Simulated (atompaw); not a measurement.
What one change does to a pseudopotential (lithium, PAW (atompaw))

```
Element                 : lithium (Li)
Generator               : atompaw 4.2.0.5
Type                    : PAW
Functional              : PBE
Relativity              : scalar-relativistic
Frozen core             : none
Valence charge          : 3
Reference configuration : 1s2 2s0 2p1
Partial waves           : 1s (bound); 2s (bound, empty); 2p (bound); 2p channel at 0.5 Ry
Local potential         : troulliermartins scheme with l = 2 at 1 Ry, radius 3.00 bohr
Core correction         : none
Augmentation charge     : sinc compensation charge, radius 2.90 bohr; PAW radius 3.00 bohr; waves and projectors: bloechl
```

Change: waves 1s (bound): rc 0.55 bohr; 2s (bound): rc 1.00 bohr; 2p (bound): rc 3.00 bohr; 2p channel at 0.5 Ry: rc 3.00 bohr; augmentation sinc compensation charge, radius 2.90 bohr; PAW radius 3.00 bohr; waves and projectors: custom rrkj gramschmidtortho.

Cutoffs: the cutoffs (Ry, on a coarse ladder) from which the occupation-weighted sum of valence levels, in a spherical-Bessel basis at the reference potential, stays within 10 and 1 mRy of its value at 400 Ry; they do not see the model core or the augmentation charge, which bear on the density cutoff.

Question: What does the change do?

Answer: The potential gets harder (10 Ry and 15 Ry → 140 Ry and 180 Ry); neither file shows a bound ghost.

```csv
quantity,base,changed
"cutoff, loose",10 Ry,140 Ry
"cutoff, tight",15 Ry,180 Ry
loose cutoff by channel (10 mRy a level),"s 8 Ry, p 6 Ry","s 140 Ry, p 6 Ry"
bound ghosts,none,none
s: phases at 3.00 bohr within 0.05 rad from the reference energy up to (Ry; the scan ends near 5),1.6,2.6
p: phases at 3.00 bohr within 0.05 rad from the reference energy up to (Ry; the scan ends near 5),1.4,2.0
lowest overlap eigenvalue by channel,"s 1.00, p 0.05","s 0.73, p 0.95"
```

 The cutoffs see the waves, projectors and local potential, not the compensation charge or the core.
